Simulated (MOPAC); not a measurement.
Job for MOPAC: PM7 on AlN, 2S+1 = 3, a point of a bond scan (R = 4.840 Å).

```
PM7 1SCF PRECISE CHARGE=0 UHF MS=1 THREADS=1
AlN

Al    -0.00000000 1    -0.00000000 1    -0.62738212 1
N      0.00000000 1     0.00000000 1     4.21242280 1
```

Output:

```
*******************************************************************************
 **                                                                           **
 **                              MOPAC v23.2.5                                **
 **                                                                           **
 *******************************************************************************
 ** MOPAC's Digital Object Identifier: https://doi.org/10.5281/zenodo.6511958 **
 **                                                                           **
 ** Please cite the open-source release paper for use of this MOPAC version:  **
 ** J. E. Moussa and J. J. P. Stewart (2026)                                  **
 ** MOPAC: An open-source semiempirical molecular orbital program             **
 ** J. Open Source Softw., 11(119), 8025, https://doi.org/10.21105/joss.08025 **
 *******************************************************************************

                              PM7 CALCULATION RESULTS

 *******************************************************************************
 *  PM7        - The PM7 Hamiltonian to be used
 *  UHF        - UNRESTRICTED HARTREE-FOCK CALCULATION
 *
 *
 *
 *                 CHARGE ON SYSTEM = 0
 *
 *
 *
 *  MS=        - IN MECI, MAGNETIC COMPONENT OF SPIN =  1.0
 *  PRECISE    - TIGHTER CRITERIA TO BE USED
 *  1SCF       - DO 1 SCF AND THEN STOP
 *  THREADS=1  - MULTI-THREADING NOT USED
 *  T=         - A TIME OF 172800.0 SECONDS REQUESTED
 *  DUMP=N     - RESTART FILE WRITTEN EVERY 7200.0 SECONDS REQUESTED
 *******************************************************************************
PM7 1SCF PRECISE CHARGE=0 UHF MS=1 THREADS=1
 AlN

   ATOM   CHEMICAL          X               Y               Z
  NUMBER   SYMBOL      (ANGSTROMS)     (ANGSTROMS)     (ANGSTROMS)

     1      Al         -0.00000000  *  -0.00000000  *  -0.62738212  *
     2       N          0.00000000  *   0.00000000  *   4.21242280  *



          CARTESIAN COORDINATES

    NO.       ATOM           X           Y           Z

     1        Al         -0.0000     -0.0000     -0.6274
     2         N          0.0000      0.0000      4.2124

 General Reference for PM7:
 "Optimization of Parameters for Semiempirical Methods VI: More Modifications to the
 NDDO Approximations and Re-optimization of Parameters", J. J. P. Stewart, J. Mol. Mod., 1:32, 19 (2013)
 https://link.springer.com/article/10.1007/s00894-012-1667-x

           Empirical Formula: N Al  =     2 atoms



      MOLECULAR POINT GROUP   :   C*v


          UHF CALCULATION, NO. OF ALPHA ELECTRONS =    5
                           NO. OF BETA  ELECTRONS =    3

 -------------------------------------------------------------------------------
 PM7 1SCF PRECISE CHARGE=0 UHF MS=1 THREADS=1
 AlN



     1SCF WAS SPECIFIED, SO BFGS WAS NOT USED
     SCF FIELD WAS ACHIEVED


                              PM7 CALCULATION
                                                       MOPAC v23.2.5 Linux




          FINAL HEAT OF FORMATION =        190.60352 KCAL/MOL =     797.48515 KJ/MOL


          COSMO AREA              =        112.80 SQUARE ANGSTROMS
          COSMO VOLUME            =         89.12 CUBIC ANGSTROMS

          IONIZATION POTENTIAL    =          7.561675 EV
          ALPHA SOMO LUMO (EV)    =        -13.023 -1.856
          BETA  SOMO LUMO (EV)    =         -7.562 -2.476
          NO. OF ALPHA ELECTRONS  =          5
          NO. OF BETA  ELECTRONS  =          3
          MOLECULAR WEIGHT        =         40.9882         POINT GROUP:  C*v

          MOLECULAR DIMENSIONS (Angstroms)

            Atom       Atom       Distance
            N     2   Al     1     4.83980
            N     2   Al     1     0.00000
           Al     1    N     2     0.00000


          SCF CALCULATIONS        =          1





   ATOM   CHEMICAL          X               Y               Z
  NUMBER   SYMBOL      (ANGSTROMS)     (ANGSTROMS)     (ANGSTROMS)

     1      Al         -0.00000000  *  -0.00000000  *  -0.62738212  *
     2       N          0.00000000  *   0.00000000  *   4.21242280  *

                             CARTESIAN COORDINATES

   1   Al       -0.000000000    -0.000000000    -0.627382120
   2    N        0.000000000     0.000000000     4.212422800


           Empirical Formula: N Al  =     2 atoms



      MOLECULAR POINT GROUP   :   C*v


          ALPHA EIGENVALUES
 -29.87999 -14.01721 -14.01721 -14.01071 -13.02274  -1.85600  -1.85600  -0.06409
  18.81160  18.81160  19.74769  19.74769  20.09222


           BETA EIGENVALUES
 -20.94877 -13.92151  -7.56167  -2.47569  -2.47569   0.10288   0.10288   0.10903
  18.64180  18.70656  18.70656  18.97852  18.97852


              NET ATOMIC CHARGES AND DIPOLE CONTRIBUTIONS

  ATOM NO.   TYPE          CHARGE      No. of ELECS.   s-Pop       p-Pop       d-Pop
    1         Al           0.000173        2.9998     1.99329     0.99983     0.00671
    2          N          -0.000173        5.0002     1.99999     3.00018
 DIPOLE           X         Y         Z       TOTAL
 POINT-CHG.     0.000     0.000    -0.004     0.004
 HYBRID         0.000     0.000    -0.006     0.006
 SUM            0.000     0.000    -0.010     0.010


          ATOMIC ORBITAL ELECTRON POPULATIONS

     Atom    s        px        py        pz      x^2-y^2     xz        z^2       yz        xy
    1 Al   1.99329   0.00000   0.00000   0.99983   0.00000   0.00000   0.00671   0.00000   0.00000
    2  N   1.99999   1.00000   1.00000   1.00018


                    (SZ)    =    1.000000
                    (S**2)  =    3.012882


          ATOMIC ORBITAL SPIN POPULATIONS

    Atom   Total    s     px     py     pz   x^2-y^2  xz     z^2    yz     xy
         Atomic
    1 Al -0.9997 -0.001  0.000  0.000 -1.000  0.000  0.000  0.001  0.000  0.000
    2  N  2.9997 -0.000  1.000  1.000  1.000

 **********************
 *                    *
 * JOB ENDED NORMALLY *
 *                    *
 **********************




 == MOPAC DONE ==
```

The run finished. Its determinant has ⟨S²⟩ = 3.01, a mixture of spin states.

Cost: around 0.03 core-seconds (rough).
